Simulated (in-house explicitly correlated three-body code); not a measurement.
Computed with an exponentially correlated three-body code. Model: two electrons around a point charge, non-relativistic, variational in 260 exponentially correlated functions (energies converged to about 1e-7 hartree, or 1e-8 relative for large Z).

Command:
```bash
python run_hyl.py task.json out
```
Settings (lengths in bohr, energies in hartree):
```
Z                      10
screening              6
interaction_strength   1
functions              260
states_tried           1
```

Time taken, with all properties: 20 s on 1 thread of Arm Neoverse N1 (shared host).

**Ground state only, binding against the one-electron ion.**

Given: nuclear charge 10; Yukawa screening of all interactions 6 1/bohr.

Computed: one-electron threshold -10.6135908 hartree.

| term | energy (hartree) | binding (eV) |
| --- | --- | --- |
| 1 1S | -19.5100056 | 242.08 |

**Converged states only, values per electron or pair (inverse distances are <exp(-kr)/r>).**

```csv
term,mean r (bohr),mean r squared (bohr²),mean inverse r (1/bohr),mean r12 (bohr),mean inverse r12 (1/bohr),mean cosine,mean p1 dot p2 (bohr⁻²),delta r1 (bohr⁻³),delta r12 (bohr⁻³)
1 1S,0.20715,0.061395,4.164,0.30851,1.6191,-0.0097665,0.57247,195.37,17.047
```

**Static dipole response.**

| state | polarisability (bohr³) |
| --- | --- |
| 1 1S | 0.0043054 |
